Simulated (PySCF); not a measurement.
Species: C$_{5}$H$_{13}$O (charge +1, singlet). It need not be the lowest isomer of its formula. 
Structure (B3LYP-D3(BJ)/def2-TZVP (Ansatz) minimum search):
SMILES: C(CC)(CC)[OH2+]
```xyz
19

C      2.5309    -0.0082    -0.3326
C      1.2150     0.7618    -0.4345
C     -0.0217    -0.0820    -0.2808
C     -1.3491     0.6204    -0.2393
C     -2.5656    -0.2926    -0.1037
O      0.0933    -0.8523     1.1328
H      2.5586    -0.8542    -1.0213
H      2.7336    -0.3765     0.6801
H      3.3683     0.6436    -0.5758
H      1.1301     1.2045    -1.4317
H      1.1861     1.5979     0.2696
H     -0.0267    -0.9535    -0.9336
H     -1.3306     1.3908     0.5399
H     -1.4011     1.1712    -1.1841
H     -2.5765    -0.8322     0.8441
H     -3.4793     0.2970    -0.1543
H     -2.5969    -1.0271    -0.9094
H     -0.1777    -0.2823     1.8757
H      1.0081    -1.1585     1.2837
```
Charge +1, spin multiplicity 1.

Dispersion corrections to the total energy (kcal/mol) from the dftd3 and dftd4 libraries through PySCF: D3(BJ) without and D4 with the three-body term, each with the damping fitted for the functional named.

```tsv
functional	D3(BJ)	D4
PBE0	-7.75	-6.20
TPSSh	-10.30	-9.10
revPBE	…	-25.42
HSE06	-5.60	-5.71
CAM-B3LYP	-6.65	…
B2PLYP	…	-5.17
BP86	-13.34	-9.56
```

Task: Fill in the missing entries.

Result: 
- revPBE, D3(BJ): -23.52
- CAM-B3LYP, D4: -6.16
- B2PLYP, D3(BJ): -6.68
